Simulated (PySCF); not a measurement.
Dipole response of Pb⁺ (lead, charge +1)

[Xe] 4f14 5d10 6s2 6p1, 2P determinant. All numbers are calculated (PySCF 2.14, the spin-free X2C one-electron Hamiltonian (Gaussian nucleus), in ANO-RCC-VTZP (8s7p5d3f2g, 93 functions)). Coupled (time-dependent) response in atomic units; α is the mean over directions. The basis has no added diffuse functions, which lowers α and C₆.

```json
{"method": "PBE0", "mean α (bohr³)": "24.01", "α xx, yy, zz": "21.70, 28.63, 21.70", "C₆ (like pair)": "216.2", "S(−4)": "140.7"}
```

S(−4) is the Cauchy moment in α(ω) = α(0) + S(−4) ω² + …

Spin-orbit coupling is absent.

α(iu) at PBE0:

| u (hartree) | α(iu) (bohr³) |
| --- | --- |
| 0 | 24.01 |
| 0.0500 | 23.66 |
| 0.100 | 22.70 |
| 0.200 | 19.67 |
| 0.300 | 16.36 |
| 0.500 | 11.28 |
| 0.750 | 7.703 |
| 1.00 | 5.729 |
| 1.50 | 3.671 |
| 2.00 | 2.601 |
| 3.00 | 1.513 |
| 5.00 | 0.6950 |

A single London oscillator, α(iu) = α/(1 + u²/ω²), gives C₆ = (3/4) ω α². Matching the computed C₆ needs ω = 4 × 216.2 / (3 × 24.01²) = 0.500 hartree.

For an ion, C₆ is the dispersion term alone; charge-induced terms of lower order in 1/R come first.

The components differ because the open shell of this determinant is not spherical; for a pure term their mean is the scalar polarisability.

Spin-orbit coupling, absent here, splits the open shell strongly.
